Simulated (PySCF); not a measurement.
Task: Give a PBE0-D3(BJ)/def2-SVP geometry of `[C@@H](OC(F)F)(OCC)C`.

Result: 
Z-matrix in Å and degrees, rows numbered from 1:
```
C 
C   1  1.5146
O   2  1.4156  1  112.93
C   3  1.3676  2  116.43  1   -95.98
C   4  1.5066  3  109.18  2  -173.44
O   4  1.4321  3  109.01  2    66.12
C   6  1.3445  4  117.32  3  -143.47
F   7  1.3549  6  111.18  4   -82.57
F   7  1.3352  6  107.94  4   159.83
H   1  1.1011  2  110.12  3  -174.45
H   1  1.1000  2  110.11  3   -55.24
H   1  1.0980  2  111.35  3    64.71
H   2  1.1074  1  110.82  3  -123.55
H   2  1.1018  1  110.18  3   118.32
H   4  1.1146  3  110.57  2   -50.88
H   5  1.0988  4  108.96  3   -59.83
H   5  1.0984  4  110.03  3    59.63
H   5  1.0978  4  110.20  3  -179.33
H   7  1.1084  6  113.21  4    38.35
```

The C–O distances run from 1.344 Å (O6–C7, drawn single) to 1.432 Å (C4–O6, drawn single), a spread of 0.088 Å. Of the pairs four or more bonds apart, H15···H19 is among the closest relative to their van der Waals radii: 2.11 Å, 88 % of the sum of Bondi's values.

Level of theory: PBE0-D3(BJ)/def2-SVP geometry optimisation, gas phase (PySCF).

Point group: C1 (no symmetry element, even within 0.4 Å). PBE0-D3(BJ)/def2-SVP frequencies: not computed here. One conformer, not necessarily the lowest (C1–C2–O3–C4 -96°, C2–O3–C4–C5 -173°, O3–C4–O6–C7 -143°, C4–O6–C7–F8 -83°).
